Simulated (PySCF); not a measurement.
Some computed properties have been withheld. Give your best values.

C5H8N2O.
InChI=1S/C5H8N2O/c1-2-3-5-6-4-7-8-5/h4H,2-3H2,1H3

Conformer (atom-mapped SMILES and torsion angles): `[CH3:1][CH2:2][CH2:3][c:4]1[n:5][cH:6][n:7][o:8]1`: C1–C2–C3–C4 64°, C2–C3–C4–N5 -115°.

```csv
property,level,value
point group of the GFN2-xTB geometry,GFN2-xTB,C1
"rotational constants A, B, C of the GFN2-xTB geometry",GFN2-xTB,?
dipole moment,PBE0/def2-SVPD,2.14 D
HOMO energy,PBE0/def2-SVPD,-8.28 eV
LUMO energy,PBE0/def2-SVPD,-0.73 eV
lowest singlet excitation,TDDFT PBE0/def2-SVPD,"6.00 eV (207 nm, f = 0.005)"
strongest line among the 8 lowest singlet transitions,TDDFT PBE0/def2-SVPD,"S2 at 6.86 eV (181 nm, f = 0.212)"
lowest triplet excitation (Tamm–Dancoff),TDA PBE0/def2-SVPD,?
static isotropic polarisability,PBE0/def2-SVPD,72.3 au
electronic spatial extent ⟨r²⟩ about the centre of nuclear charge,PBE0/def2-SVPD,?
13C chemical shifts (computed TMS as zero) by class,GIAO PBE0/pcSseg-1,?
1H chemical shifts (computed TMS as zero) by class,GIAO PBE0/pcSseg-1,?
"isotropic shieldings of nuclei other than C and H, by class",GIAO PBE0/pcSseg-1,"-137 (1 N), -15 (1 N), -76 (1 O) ppm"
```

Gas-phase values; electronic properties from PySCF, density fitting. The structure is a single GFN2-xTB conformer in the gas phase; no vibrational or solvent corrections. NMR classes are plain means over equivalent atoms (diastereotopic ones count apart unless rotation or inversion swaps them), as if these changed places fast; in this geometry the members of some classes differ.

**Question.** Give the rotational constants A, B, C of the GFN2-xTB geometry.

**Answer.** 4.618, 1.398, 1.350 GHz.

**Question.** What are the 1H chemical shifts (computed TMS as zero) by class?

**Answer.** 8.32 (1 H), 3.15 (2 H), 1.93 (2 H), 0.83 (3 H) ppm.

**Question.** What are the 13C chemical shifts (computed TMS as zero) by class?

**Answer.** 187.1 (1 C), 162.7 (1 C), 32.8 (1 C), 25.7 (1 C), 15.2 (1 C) ppm.

**Question.** Give the electronic spatial extent ⟨r²⟩ about the centre of nuclear charge.

**Answer.** 975 bohr².

**Question.** The lowest triplet excitation (Tamm–Dancoff)?

**Answer.** 4.57 eV.

The rotational constants make it an asymmetric top with κ = (2B − A − C)/(A − C) = -0.97, nearer the prolate limit (−1). A dipole of 2.14 D is allowed in C1, and pure rotational transitions are dipole-allowed. The polarisability is 10.71 Å³ as a volume (1 au = 0.148185 Å³), or 1.20 au for each of the 60 electrons. The vertical singlet–triplet gap S1 − T1 is 1.43 eV (TDDFT singlet less Tamm–Dancoff triplet; S1: HOMO−1→LUMO, weight 0.98; T1: HOMO→LUMO, weight 0.92). With B = h/(8π²I), that is 505.379 GHz u Å² over I, the principal moments of inertia are 109.4, 361.5 and 374.5 u Å² (most abundant isotopes). The 8 singlets span 6.00 to 8.18 eV, and their oscillator strengths add up to 0.24.
